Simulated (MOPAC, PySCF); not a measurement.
CH2OS, SMILES `O=CS` (O–C–S–H torsion 0°), neutral singlet in the gas phase. 

Cartesian coordinates (Å):
SMILES: O=CS
```xyz
5

O     -0.9660     0.9329    -0.4199
C     -0.5611    -0.0796     0.0665
S      1.1342    -0.5537     0.2225
H     -1.2207    -0.8603     0.4879
H      1.6136     0.5607    -0.3569
```
Charge 0, multiplicity 1.

All levels are single points at this geometry (PBE0-D3(BJ)/def2-TZVP); Pople sets use spherical d functions. Orbital energies aren't observables, and empty levels follow the basis.

B3LYP/6-31G* in PySCF gives HOMO (eV) = -7.50.

Question: Estimate the HOMO (eV) from each of these levels: PBE-D3(BJ)/def2-TZVP in PySCF; TPSSh-D3(BJ)/def2-TZVP in PySCF; B3LYP/3-21G in PySCF; B3LYP/6-311+G** in PySCF; BP86/6-31G* in PySCF; PBE/6-31G* in PySCF; SVWN5/6-31G* in PySCF; HF/STO-3G in PySCF; AM1 in MOPAC; PM3 in MOPAC; PM6 in MOPAC; PM7 in MOPAC.

Answer: 
```json
[
 {"level": "PBE-D3(BJ)/def2-TZVP in PySCF", "HOMO (eV)": "-6.47"},
 {"level": "TPSSh-D3(BJ)/def2-TZVP in PySCF", "HOMO (eV)": "-7.16"},
 {"level": "B3LYP/3-21G in PySCF", "HOMO (eV)": "-7.40"},
 {"level": "B3LYP/6-311+G** in PySCF", "HOMO (eV)": "-7.85"},
 {"level": "BP86/6-31G* in PySCF", "HOMO (eV)": "-6.32"},
 {"level": "PBE/6-31G* in PySCF", "HOMO (eV)": "-6.20"},
 {"level": "SVWN5/6-31G* in PySCF", "HOMO (eV)": "-6.31"},
 {"level": "HF/STO-3G in PySCF", "HOMO (eV)": "-7.79"},
 {"level": "AM1 in MOPAC", "HOMO (eV)": "-10.09"},
 {"level": "PM3 in MOPAC", "HOMO (eV)": "-10.16"},
 {"level": "PM6 in MOPAC", "HOMO (eV)": "-10.11"},
 {"level": "PM7 in MOPAC", "HOMO (eV)": "-9.90"}
]
```
